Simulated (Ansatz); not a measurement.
The cluster H5Au4⁻. Charge -1, multiplicity 3. Geometry r2SCAN-D4/def2-SVPD, that of the charge -1 singlet; atoms count from 1.

```xyz
9

Au   -0.3151   -0.7163    1.1576
Au    0.1859    0.9665   -0.9551
Au    0.5562    2.5980   -3.1727
Au   -0.4116   -2.6891    3.1116
H    -0.6048   -0.5154   -0.5365
H    -0.1729   -0.9378    2.8314
H    -0.5824   -4.1714    3.7001
H     0.9453    2.4025   -1.4365
H     0.3994    3.0629   -4.6998
```

In the def2 sets Au takes a core potential; there is no spin–orbit coupling. The highest occupied level of the charge -1 triplet lies above zero (up to 0.33 eV). By energy differences its removal costs 0.81 eV (vertical, to the charge 0 doublet, at PBE0-D4/def2-TZVPD), and other spins of that charge weren't run; a positive level beside a positive removal energy at the same level points to self-interaction error. At PBE0-D4/def2-TZVPD a singlet of charge -1 lies 4.15 eV below the triplet at the same geometry. The structure comes from a short search, and lower isomers may exist.

Q: Estimate the Mulliken populations from the PBE0/def2-TZVPD orbitals of Ansatz.

A: 
| atom | charge (e) | spin (α − β) | d electrons |
| --- | --- | --- | --- |
| Au1 | -0.26 | 0.28 | 9.62 |
| Au2 | -0.20 | 0.61 | 9.53 |
| Au3 | -0.38 | 0.58 | 9.57 |
| Au4 | -0.38 | 0.09 | 9.65 |
| H5 | 0.08 | 0.03 | – |
| H6 | 0.09 | 0.01 | – |
| H7 | -0.04 | 0.10 | – |
| H8 | 0.09 | 0.05 | – |
| H9 | 0.00 | 0.25 | – |
Mulliken values and Mayer orders depend strongly on the basis. With diffuse functions, as here, like atoms can get unlike values, and bond orders can come out too low or too high.

Q: Where does the spin sit?

A: Summed by element: Au 1.56, H 0.44, of 2 unpaired in all. Largest on single atoms: Au2 0.61, Au3 0.58, Au1 0.28.

Q: And the Mayer bond orders between bonded heavy atoms (over 0.3)?

A: Au1–Au2 0.56 (2.75 Å); Au1–Au4 0.37 (2.78 Å); Au2–Au3 0.71 (2.78 Å).
